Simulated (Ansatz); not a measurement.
This geometry of AlFH2OS (6 atoms, charge 0, multiplicity 1) is a first-order saddle point.

All numbers below come from RKS PBE0/def2-SVP (Ansatz).

```xyz
6
Properties=species:S:1:pos:R:3
O 1.299 -0.437 -0.935
Al 0.108 -0.485 0.262
F 0.471 -1.407 1.589
S -1.808 0.564 0.153
H 1.217 0.016 -1.776
H -1.246 1.685 0.661
```

Q: Which two structures does it join? (They come from a converged band through this point; their orientation in space is the band's.)

A: No bond is made or broken.

First end point:

```xyz
6
Properties=species:S:1:pos:R:3
O 1.395 -0.464 -1.038
Al 0.228 -0.249 0.158
F 0.408 -1.089 1.576
S -1.494 1.056 -0.037
H 1.446 -0.064 -1.905
H -1.941 0.747 1.201
```

Last end point:

```xyz
6
Properties=species:S:1:pos:R:3
O 1.153 -0.346 -0.952
Al 0.249 -0.417 0.468
F 0.800 -1.408 1.674
S -1.585 0.677 0.865
H 1.016 0.161 -1.751
H -1.590 1.270 -0.350
```

Q: How far does it lie above each of them?

A: 16.7 kJ/mol above the first and 13.2 kJ/mol above the second. This is the barrier of this one path; another mechanism may lie lower.

Run time: 3.2 min on 1 thread of Intel(R) Xeon(R) 6975P-C (Granite Rapids), with other jobs on the host, peak memory 0.15 GiB.
